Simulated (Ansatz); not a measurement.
`[SiH3]/C=[CH]\[GaH2]` + `[NH2][AlH2]` → `[NH2][AlH][GaH2]` + `C=C[SiH3]`  (formal exchange of groups at a Ga–C bond)

Calculated with Ansatz (gas phase, PBE0-D4/def2-TZVP geometries, no zero-point term in ΔE). CBS: MP2 limit from def2 TZ/QZ plus the TZ coupled-cluster correction, frozen cores. This one scheme is used for every species. DFT in def2-TZVPP. HSE06 is defined as in plane-wave codes. For Ga outer-core shells are correlated without core-valence functions, which leaves a few kJ/mol of doubt a bond. Scalar relativity is left out up to krypton. Each species was taken in one conformer, which may not be the lowest.

Q: Is it downhill or uphill in electronic energy at CCSD(T)/CBS, and by how much? (An estimate is asked.)

A: Ansatz gave: Downhill: ΔE = -21.9 kJ/mol.

Q: What do these levels give: HSE06-D4, BHLYP, LC-ωPBE, MP2/def2-SVP, MP2/def2-TZVPP, CCSD(T)/def2-TZVPP? (Best estimate.)

A: Computed: HSE06-D4 -29.6, BHLYP -35.6, LC-ωPBE -26.0, MP2/def2-SVP -18.4, MP2/def2-TZVPP -13.0, CCSD(T)/def2-TZVPP -21.4 kJ/mol.

Largest T1 diagnostic among the species: 0.013.

From BLYP to BHLYP (50 % exact exchange), in def2-TZVPP and without D4, ΔE moves by +4.2 kJ/mol. The D4 term adds +9.1 kJ/mol with B3LYP and +4.7 kJ/mol with PBE0; it sums over pairs of atoms, weighted by their polarisabilities, and B3LYP, whose exchange is more repulsive, gets the larger term.

B3LYP here is the variant with VWN-RPA as its local correlation; programs differ in this.
